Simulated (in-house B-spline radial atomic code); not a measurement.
How numerical settings move a run on Er, [Xe] 4f12 6s2. Computed with an all-electron radial atomic-structure program (B-spline basis): Dirac-Kohn-Sham LDA VWN5, spherical fractional occupations, Fermi nucleus of rms radius 5.2516 fm.

Command:
```bash
python run_scf.py task.json out
```
Settings of the sound reference run:
```
Z                68
electrons        68
configuration    [Xe] 4f12 6s2
hamiltonian      dirac
method           lda,vwn
spin_polarised   False
nucleus          fermi
rms_radius       5.2516
mass_number      166
atomic_mass      165.9303
speed_of_light   137.036
knot_spacing     0.22
spline_order     8
gauss_points     12
box_radius       50
max_iterations   70
damping          0.5
damped_steps     3
diis_vectors     10
tolerance        1e-08
start            Thomas-Fermi
```

Cost of the run: 1.8 s on 1 thread of Arm Neoverse V2, on a shared host.

It converges in 13 iterations to -13090.127342 hartree, with 4f7/2 at -2.88941 eV. The other runs change the listed settings, some to values that make no sense; their results aren't properties of the atom or ion. Radii are in bohr (the nuclear one in fm), a minus after a letter asks for a j subshell, and «unchanged» means within 1e-8 hartree. The run stops when the residual is below 10 × tolerance × max(1, Z/10), or a noise floor if that is larger, and the energy moves by less than 1e-8 × √|E| hartree; so very loose and very tight tolerances often act alike.

```tsv
changed settings	outcome
first_knot = 1.47e-05	converged in 13 iterations, energy +4.70e-08 hartree from the reference, 4f7/2 level +5.3e-07 eV
knot_spacing = 0.4	converged in 13 iterations, energy +8.49e-03 hartree from the reference, 4f7/2 level -8.9e-04 eV
start = bare nucleus	converged in 15 iterations, energy unchanged, 4f7/2 level +5.3e-05 eV
gauss_points = 4, first_knot = 1.47e-06, max_iterations = 60, damping = 0.95	converged in 12 iterations, energy +7.43e-06 hartree from the reference, 4f7/2 level -2.8e-04 eV
box_radius = 5, max_iterations = 3, damped_steps = 1	not converged after 3 iterations, last residual 2.5e-01, last energy +2.75e+00 hartree from the reference
first_knot = 0.0441	converged in 10 iterations, energy +5.60e+01 hartree from the reference, 4f7/2 level -4.0e-01 eV
first_knot = 0.000147	converged in 13 iterations, energy +2.87e-05 hartree from the reference, 4f7/2 level -1.5e-06 eV
electrons = 69, configuration = [Xe] 4f12 6s2 7p-1, max_iterations = 60	converged in 15 iterations to -13090.1260 hartree, a different physical problem (warning: 7p1/2 has a positive eigenvalue: unbound, held by the box)
spline_order = 6, max_iterations = 60, damping = 0, diis_vectors = 1, tolerance = 1e-10	not converged after 60 iterations, last residual 4.1e+00, last energy +7.18e+02 hartree from the reference
first_knot = 0.0147	converged in 13 iterations, energy +4.84e+00 hartree from the reference, 4f7/2 level -3.0e-02 eV
knot_spacing = 0.3	converged in 13 iterations, energy +7.03e-05 hartree from the reference, 4f7/2 level +1.4e-05 eV
knot_spacing = 0.55	converged in 13 iterations, energy +1.42e+00 hartree from the reference, 4f7/2 level -3.7e-02 eV
first_knot = 1.47e-06	converged in 13 iterations, energy +7.50e-08 hartree from the reference, 4f7/2 level -6.8e-07 eV
gauss_points = 6, first_knot = 0.0147, max_iterations = 8, damped_steps = 30	not converged after 8 iterations, last residual 8.5e-01, last energy +1.24e+02 hartree from the reference
knot_spacing = 0.15	converged in 13 iterations, energy -3.77e-07 hartree from the reference
knot_spacing = 2	converged in 9 iterations, energy +2.45e+03 hartree from the reference, 4f7/2 level -3.8e+02 eV (the program warns: 4f7/2 reaches the box edge; 3s1/2 reaches the box edge)
```

Problem. What happens with knot_spacing = 1?

Solution. Converged in 10 iterations, energy +3.10e+02 hartree from the reference, 4f7/2 level -8.1e+01 eV (the program warns: 4s1/2 reaches the box edge; 4p3/2 reaches the box edge).

Problem. What happens with first_knot = 0.00147?

Solution. Converged in 13 iterations, energy -4.66e-01 hartree from the reference, 4f7/2 level +8.5e-04 eV.

Problem. What happens with method = hf, speed_of_light = 61.21398?

Solution. Converged in 15 iterations to -14738.4165 hartree, a different physical problem.

Problem. What happens with gauss_points = 5, first_knot = 1.47e-06, max_iterations = 50, start = bare nucleus?

Solution. Converged in 14 iterations, energy unchanged, 4f7/2 level -2.1e-04 eV.
